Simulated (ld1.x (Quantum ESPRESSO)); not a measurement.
**What the settings do to the PAW potential of molybdenum (Mo)**

Base potential:

ld1.x (Quantum ESPRESSO) 7.5 input, shortened:

```
&input
   title='Mo', zed=42., rel=0, dft='PZ', iswitch=3,
   config='[Kr] 4d5 5s0.5 5p0'
 /
 &inputp
   pseudotype=3, lpaw=.true., tm=.true., lloc=-1, rcloc=1.50,
   nlcc=.true., rcore=1.50,
   which_augfun='PSQ', rmatch_augfun_nc=.true.
 /
6
4S  1  0   2.00   0.00  1.70  2.15  0.0
5S  2  0   0.50   0.00  1.70  2.15  0.0
4P  2  1   6.00   0.00  1.65  1.90  0.0
5P  3  1   0.00   0.00  1.65  1.90  0.0
4D  3  2   5.00   0.00  1.60  1.90  0.0
4D  3  2   0.00   0.10  1.60  1.90  0.0
 &test
   configts(1)='4s2 4p6 4d5 5s0.5 5p0'
 /
```

Cutoffs, loose and tight: the cutoffs (Ry, on a coarse ladder) from which the occupation-weighted sum of valence levels, in a spherical-Bessel basis at the reference potential, stays within 10 and 1 mRy of its value at 400 Ry. They do not see the model core or the augmentation charge, which bear on the density cutoff. Test errors are all-electron minus pseudo excitation energies from the reference, over the configurations 4s2 4p6 4d5 5s1 5p0; 4s2 4p6 4d5 5s0 5p0; 4s2 4p6 4d4 5s0 5p0; 4s2 4p6 4d4 5s1 5p1; 4s2 4p6 4d2 5s0 5p0; 4s1 4p6 4d5 5s1 5p0; 4s2 4p5 4d5 5s1 5p0 (two spin-polarised tests are not counted in the largest error). A dash means not determined; rows that change the core or the reference have their own tests. The largest error is taken over the tests solved by every variant that gives reliable tests at all: 4s2 4p6 4d4 5s0 5p0; 4s2 4p6 4d4 5s1 5p1; 4s2 4p6 4d5 5s0 5p0; 4s2 4p6 4d5 5s1 5p0.

Cutoffs are not given where the Bessel-basis levels miss the radial ones by over 6 mRy, ghosts where they miss by over 20 mRy; a channel whose overlap is not positive is not tested.

On the changes marked as counting shells twice: ld1.x takes every shell without a wave as core, so the model core holds the marked electrons as well and exchange and correlation see them twice. This cancels in the reference configuration, but the file is broken for other ones, and its errors say nothing about a proper core correction.

A file whose overlap is not positive is unfit for use, and its test errors describe a broken file.

| change | outcome | cutoff, loose | cutoff, tight | bound ghosts | largest test error (meV) |
| --- | --- | --- | --- | --- | --- |
| base | generated, overlap not positive | – | – | not determined (overlap not positive) | +1.3 |
| local potential all-electron potential smoothed inside 1.65 bohr (lloc = -1) | generated, overlap not positive | – | – | not determined (overlap not positive) | +8.5 |
| core correction a·sin(br)/r model core inside 2.28 bohr | generated, overlap not positive | – | – | not determined (overlap not positive) | +1.3 |
| waves 4s (bound): rcut 1.70, rcutus 2.48 bohr; 5s (bound): rcut 1.70, rcutus 2.48 bohr | generated, overlap not positive | – | – | not determined (overlap not positive) | +6.6 |
| type TM; waves now 4p (bound): rc 1.90 bohr; 4d (bound): rc 1.90 bohr; 4s (bound): rc 2.15 bohr; local potential the s channel (5s counted twice) | generated, misses its reference levels by 2.47 eV | 40 Ry | 50 Ry | none | -2075 |
| waves 4d (bound): rcut 1.40, rcutus 1.48 bohr; 4d channel at 0.1 Ry: rcut 1.40, rcutus 1.48 bohr | generated, overlap not positive | – | – | not determined (overlap not positive) | +0.5 |
| wave 4d channel at 0.1 Ry: rcut 1.60, rcutus 1.90 bohr becomes 4d channel at 2.5 Ry: rcut 1.60, rcutus 1.90 bohr | generated, overlap not positive | – | – | not determined (overlap not positive) | +3.0 |
| scalar-relativistic | generated, overlap not positive | – | – | not determined (overlap not positive) | +6.3 |
| reference 4s2 4p6 4d4 5s0 5p0 | generated, overlap not positive | – | – | not determined (overlap not positive) | +3.6 over the solved tests; test run stopped at test 9 of 9 (negative rho) |
